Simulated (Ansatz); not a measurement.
Cost and result for the atomization energy of C₃H₇BS (`CBC(C)=S`) (12 atoms, 11 bonds).

```xyz
12

C    -1.632   -0.475    0.850
B    -0.060   -0.416    0.891
C     0.790   -0.171   -0.364
C     1.284    0.932   -1.198
S     1.002   -1.777   -0.540
H    -2.022    0.466    1.258
H    -2.047   -0.599   -0.153
H    -2.023   -1.270    1.490
H     0.524   -0.413    1.941
H     1.881    0.591   -2.045
H     1.873    1.613   -0.574
H     0.430    1.519   -1.555
```

Charge 0, multiplicity 1. The structure was optimised at the PBE0-D4/def2-TZVP level. It is one conformer, not always the lowest. Program: Ansatz. All runs use 4 threads of an Arm Neoverse V1 on a shared host. Times are those of one run each, without the atoms' runs, and a repeat can differ threefold. Electronic energies, without spin–orbit coupling; frozen cores. CCSD(T)/CBS adds CCSD(T) − MP2 in def2-TZVPP to the MP2 limit, and its time is that of the two runs behind it. T1 = 0.018. B3LYP takes the VWN-RPA correlation (the form of Gaussian; ORCA's B3LYP/G).

CCSD(T)/CBS is a level of theory with its own doubt, some kJ/mol a heavy atom from the limit and from the frozen cores, so smaller differences don't rank the functionals.

```json
{"level": "PBE-D4/def2-TZVPP (with forces)", "functions": "264", "wall time": "2.8 s"}
{"level": "PBE0-D4/def2-TZVPP", "functions": "264", "wall time": "3.1 s"}
{"level": "r2SCAN-D4/def2-TZVPP (with forces)", "functions": "264", "wall time": "4.8 s"}
{"level": "B3LYP-D4/def2-TZVPP (with forces)", "functions": "264", "wall time": "4.9 s"}
{"level": "B2PLYP/def2-TZVPP", "functions": "264", "wall time": "6 s"}
{"level": "ωB97X-V/def2-TZVPP", "functions": "264", "wall time": "8 s"}
{"level": "ωB97M-V/def2-TZVPP (with forces)", "functions": "264", "wall time": "12 s"}
{"level": "MP2/def2-QZVPP", "functions": "508", "wall time": "26 s"}
{"level": "CCSD(T)/def2-TZVPP", "functions": "264", "wall time": "2.4 min"}
{"level": "CCSD(T)/CBS(def2)", "functions": "–", "wall time": "2.9 min"}
```

Q: What atomization energy does each give, and how far from CCSD(T)/CBS? (Best estimate.)

A: Computed: 
```csv
level,atomization (kcal/mol),difference from CCSD(T)/CBS,per bond
PBE-D4/def2-TZVPP (with forces),1140.0,33.6,3.1
PBE0-D4/def2-TZVPP,1122.3,15.9,1.4
r2SCAN-D4/def2-TZVPP (with forces),1120.1,13.7,1.2
B3LYP-D4/def2-TZVPP (with forces),1113.3,6.9,0.6
B2PLYP/def2-TZVPP,1101.1,-5.3,-0.5
ωB97X-V/def2-TZVPP,1110.7,4.3,0.4
ωB97M-V/def2-TZVPP (with forces),1115.3,8.9,0.8
MP2/def2-QZVPP,1113.1,6.7,0.6
CCSD(T)/def2-TZVPP,1081.7,-24.7,-2.2
CCSD(T)/CBS(def2),1106.4,0.0,0.0
```

From PBE to PBE0 (25 % exact exchange), in def2-TZVPP and without D4, the atomization energy moves by −16.8 kcal/mol: exact exchange takes away binding that semilocal exchange gives to molecules. The D4 term adds +9.5 kcal/mol with B3LYP and +5.0 kcal/mol with PBE0; it sums over pairs of atoms, weighted by their polarisabilities, and B3LYP, whose exchange is more repulsive, gets the larger term. In def2-TZVPP, CCSD(T) changes the Hartree–Fock value by +251.8 kcal/mol (the triples alone add +17.6 kcal/mol) and MP2 by +268.8 kcal/mol; breaking electron pairs costs correlation energy, which Hartree–Fock lacks.
